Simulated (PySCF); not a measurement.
# Correlation energy of As (arsenic, neutral)

[Ar] 3d10 4s2 4p3, high-spin 4S determinant. Computed with PySCF 2.14 in pcseg-2, with no relativity, point nucleus. Frozen: [Ar] 3d10; 5 electrons correlated.

MP2 pair energies summed by pair of shells (mhartree):

```json
{"pair": "4s-4p", "energy": "-46.12", "share (%)": "65.1"}
{"pair": "4p-4p", "energy": "-15.27", "share (%)": "21.5"}
{"pair": "4s-4s", "energy": "-9.50", "share (%)": "13.4"}
```

Total MP2 correlation energy: -70.89 mhartree.

Same-spin part -19.00 and opposite-spin part -51.89 mhartree; SCS-MP2 scales them by 1/3 and 6/5 to -68.60 mhartree.

| level | correlation energy (mhartree) |
| --- | --- |
| CCSD | -85.26 |
| (T) | -2.78 |
| CCSD(T) | -88.04 |

Diagnostics: T1 = 0.0030, D1 = 0.0079, largest double amplitude 0.053.

Cost of the coupled-cluster step: 0.37 s of wall time on 1 thread of Neoverse-V1 (shared host), for 5 correlated electrons.

Iterations:

```
CC2 = 0
CCSD nocc = (np.int64(4), np.int64(1)), nmo = (29, 29)
frozen orbitals [[0, 1, 2, 3, 4, 5, 6, 7, 8, 9, 10, 11, 12, 13], [0, 1, 2, 3, 4, 5, 6, 7, 8, 9, 10, 11, 12, 13]]
max_cycle = 100
direct = 0
conv_tol = 1e-08
conv_tol_normt = 1e-06
diis_space = 8
diis_start_cycle = 0
Init t2, MP2 energy = -0.0708874130039875
Init E_corr(UCCSD) = -0.070887413004648
cycle = 1  E_corr(UCCSD) = -0.0823117141566358  dE = -0.0114243012  norm(t1,t2) = 0.0380329
cycle = 2  E_corr(UCCSD) = -0.0844772680245261  dE = -0.00216555387  norm(t1,t2) = 0.0102779
cycle = 3  E_corr(UCCSD) = -0.0852776935831597  dE = -0.000800425559  norm(t1,t2) = 0.00358915
cycle = 4  E_corr(UCCSD) = -0.0852643649195287  dE = 1.33286636e-05  norm(t1,t2) = 0.00048898
cycle = 5  E_corr(UCCSD) = -0.0852635975552349  dE = 7.67364294e-07  norm(t1,t2) = 4.83419e-05
cycle = 6  E_corr(UCCSD) = -0.0852634148101761  dE = 1.82745059e-07  norm(t1,t2) = 8.47922e-06
cycle = 7  E_corr(UCCSD) = -0.0852635327354288  dE = -1.17925253e-07  norm(t1,t2) = 1.8621e-06
cycle = 8  E_corr(UCCSD) = -0.085263490595917  dE = 4.21395119e-08  norm(t1,t2) = 2.38335e-07
cycle = 9  E_corr(UCCSD) = -0.0852634949640756  dE = -4.36815864e-09  norm(t1,t2) = 3.50232e-08
UCCSD converged
E(UCCSD) = -2234.294699037052  E_corr = -0.08526349496407563
UCCSD(T) correction = -0.00278428019878613
```
